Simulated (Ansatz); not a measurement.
`N=C([SiH3])CN` + `FC[SiH2]BS` → `[SiH3][SiH2]BS` + `N=C(CN)CF`  (formal exchange of groups at the Si–C bond)

Computed with Ansatz on PBE0-D4/def2-TZVP structures; ΔE is electronic, products minus reactants. CCSD(T)/CBS adds triple-zeta CCSD(T) − MP2 to the extrapolated MP2 energy (def2 sets, frozen cores). DFT in def2-TZVPP. B3LYP here is the variant with VWN-RPA as its local correlation; programs differ in this. Each species was taken in one conformer, which may not be the lowest.

(1) Is it downhill or uphill in electronic energy at CCSD(T)/CBS, and by how much? (An estimate is asked.)

(2) What do these levels give: r2SCAN-D4, PBE0-D4, B3LYP-D4, PBE, HF/def2-TZVPP, SCS-MP2/def2-TZVPP? (Best estimate.)

Largest T1 diagnostic among the species: 0.016.

Results:

(1) The calculation gave: Downhill: ΔE = -34.0 kJ/mol.

(2) Ansatz gave: r2SCAN-D4 -40.9, PBE0-D4 -44.8, B3LYP-D4 -32.6, PBE -43.0, HF/def2-TZVPP -34.3, SCS-MP2/def2-TZVPP -30.7 kJ/mol.
